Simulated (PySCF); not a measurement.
Si(OMe)2, SMILES CO[Si]OC (C2H6O2Si) (CAM-B3LYP/def2-SVP optimised geometry):

```
11

Si    -1.437    -0.648     0.000
O      0.237    -0.648     0.000
C      1.075    -1.774    -0.003
H      0.508    -2.723    -0.005
H      1.723    -1.762    -0.893
H      1.723    -1.766     0.888
O     -1.723     0.978     0.000
C     -0.872     2.100     0.000
H     -1.085     2.723    -0.883
H     -1.063     2.708     0.898
H      0.188     1.804    -0.015
```

Level of theory: PySCF 2.14.0 with CAM-B3LYP/def2-TZVP.

**Question.** What are the frontier orbital energies and the dipole moment?

**Answer.** HOMO-2 -10.26 eV, HOMO-1 -9.71 eV, HOMO -8.30 eV, LUMO 0.03 eV, LUMO+1 1.61 eV; dipole moment 1.68 D.

Meta-Löwdin charges at CAM-B3LYP/def2-TZVP: Si1 0.74, O2 -0.60, C3 -0.10, H4 0.10, H5 0.11, H6 0.11, O7 -0.58, C8 -0.11, H9 0.11, H10 0.11, H11 0.11.
